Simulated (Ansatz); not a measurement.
Computed with Ansatz on PBE0-D4/def2-TZVP structures; ΔE is electronic, products minus reactants. CBS: MP2 limit from def2 TZ/QZ plus the TZ coupled-cluster correction, frozen cores. This one scheme is used for every species. Functionals use def2-TZVPP. def2 core potentials past Kr. For Ag, Li outer-core shells are correlated without core-valence functions, which leaves a few kJ/mol of doubt a bond.

Consider the cleavage of the Ag–Li bond: `[Li][Ag]` + `[SiH3]N[SiH3]` → `[SiH3][N]([SiH3])[Ag]` + `[LiH]`.

`[Li][Ag]`:

Cartesian coordinates in Å:
```
Li -0.060 0.015 1.200
Ag 0.060 -0.015 -1.200
```

`[SiH3]N[SiH3]`:

Cartesian coordinates in Å:
```
Si -0.866 1.228 -0.421
N -0.413 -0.425 -0.223
Si 1.014 -1.080 0.493
H 0.316 2.056 -0.080
H -2.002 1.619 0.460
H -1.285 1.500 -1.824
H -1.102 -1.103 -0.517
H 1.954 0.046 0.718
H 1.642 -2.091 -0.401
H 0.743 -1.752 1.795
```

`[SiH3][N]([SiH3])[Ag]`:

Z-matrix (Å, degrees):
```
Si
Ag 1 3.180
N 1 1.704 2 35.8
H 1 1.494 2 88.4 3 132.0
H 1 1.496 2 96.3 3 -122.6
H 1 1.493 2 145.5 3 11.2
Si 2 3.180 1 57.8 3 4.9
H 7 1.496 2 96.3 1 117.6
H 7 1.494 2 88.4 1 -137.0
H 7 1.493 2 145.5 1 -16.2
```

`[LiH]`:

Cartesian coordinates in Å:
```
Li -0.047 0.399 -0.690
H 0.047 -0.399 0.690
```

```
        level  ΔE (kcal/mol)
    r2SCAN-D4           46.7
       B97M-V           41.6
      PBE0-D4           46.8
       B2PLYP           47.8
     PBE-QIDH           44.3
      r2SCAN0           47.0
  HF/def2-SVP           41.9
HF/def2-QZVPP           41.8
```

Task: What does CCSD(T)/CBS give? (Estimate.)

Result: Computed: +47.2 kcal/mol. The listed levels differ from it by -0.5, -5.6, -0.4, 0.6, -2.9, -0.2, -5.3, -5.4 kcal/mol.

Largest T1 diagnostic among the species: 0.028, so the coupled-cluster value is less sure than usual.

From PBE to PBE0 (25 % exact exchange), in def2-TZVPP and without D4, ΔE moves by −2.2 kcal/mol. The D4 term adds −3.8 kcal/mol with B3LYP and −2.0 kcal/mol with PBE0; it sums over pairs of atoms, weighted by their polarisabilities, and B3LYP, whose exchange is more repulsive, gets the larger term.

B3LYP here is the variant with VWN-RPA as its local correlation; programs differ in this.
